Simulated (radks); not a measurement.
Species: the tantalum ion Ta3+. Configuration: [Xe] 4f14 5d2. Method: scalar-relativistic Kohn-Sham, SCAN, spin-polarised, spherical densities, finite nucleus; open shells are filled with parallel spins first (spin-orbit coupling, left out, can overturn this in heavy ions); meta-GGA in the generalised Kohn-Sham scheme; Fermi nuclear charge, rms radius 5.3507 fm; computed with a radial shooting solver on a logarithmic mesh with Libxc functionals.

Unscreened Slater integrals over Kohn-Sham orbitals (cm^-1). They are taken over the spin-up orbitals.

integral,value
"F0(5d,5d)",108380
"F2(5d,5d)",56822
"F4(5d,5d)",37580
"F0(5d,4f)",139040
"F2(5d,4f)",32530
"F4(5d,4f)",15398
"G1(5d,4f)",13412
"G3(5d,4f)",11333
"G5(5d,4f)",8742.0
"F0(5d,5p)",124750
"F2(5d,5p)",60626
"G1(5d,5p)",71536
"G3(5d,5p)",44108
"F0(5d,5s)",129740
"G2(5d,5s)",44939
"F0(4f,4f)",318340
"F2(4f,4f)",152340
"F4(4f,4f)",95797
"F6(4f,4f)",68981
"F0(4f,5p)",187900
"F2(4f,5p)",60789
"G2(4f,5p)",28240
"G4(4f,5p)",22411
"F0(4f,5s)",212460
"G3(4f,5s)",35058
"F0(5p,5p)",154190
"F2(5p,5p)",83125
"F0(5p,5s)",165180
"G1(5p,5s)",110060
"F0(5s,5s)",179690

Derived for the open shells (J is the average intra-shell exchange parameter used in DFT+U). 5d: Racah B = F2/49 - 5 F4/441 = 733.5 cm^-1, C = 35 F4/441 = 2983 cm^-1, C/B = 4.07, F4/F2 = 0.661, J = (F2 + F4)/14 = 6743 cm^-1.
